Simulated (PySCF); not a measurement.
# Heteronuclear NMR

Numbering as in the mapped SMILES `[CH3:1][O:2][C:3](=[O:4])[C:5](=[O:6])[O:7][SiH3:8]` (H(Xn): hydrogen on atom n).

- GFN2-xTB geometry
- shieldings: GIAO PBE0/pcSseg-1
- run in PySCF
- one averaged value for each set of equivalent atoms, one conformer, in vacuum, non-relativistic

Question: What are the ²⁹Si shifts?

Answer: 
```
atoms               environment  σ (ppm)  δ (ppm)
  Si8  silicon bonded to O, 3 H    385.1    -36.6
```

Shieldings were converted by a linear fit to measured shifts: ²⁹Si: δ = 279.94 − 0.822σ (rms 8.9 ppm, 72 shifts, 25.8 ppm with the 6 outliers that the fit left out vs TMS, solution or neat liquid). Occasional misses reach two or three times the rms, and more in compound classes unlike the fitted ones.

On a 500 MHz spectrometer ²⁹Si resonates near 99.3 MHz, so 1 ppm is 99.3 Hz.

Question: Predict the ¹⁷O NMR data.

Answer: 
```
atoms             environment  σ (ppm)  δ (ppm)
   O6         carbonyl oxygen   -117.0    373.2
   O4   ester carbonyl oxygen    -95.8    354.0
   O2     ester alkoxy oxygen    144.2    135.4
   O7  oxygen bonded to C, Si    152.7    127.6
```

Shieldings were converted by a linear fit to measured shifts: ¹⁷O (scatter 10.7 ppm rms, 12.2 ppm with the 3 outliers that the fit left out vs liquid water, solution or neat liquid). A few per cent of atoms miss by over 2 rms, more outside the fitted compound classes.

On a 300 MHz spectrometer ¹⁷O resonates near 40.7 MHz, so 1 ppm is 40.7 Hz.
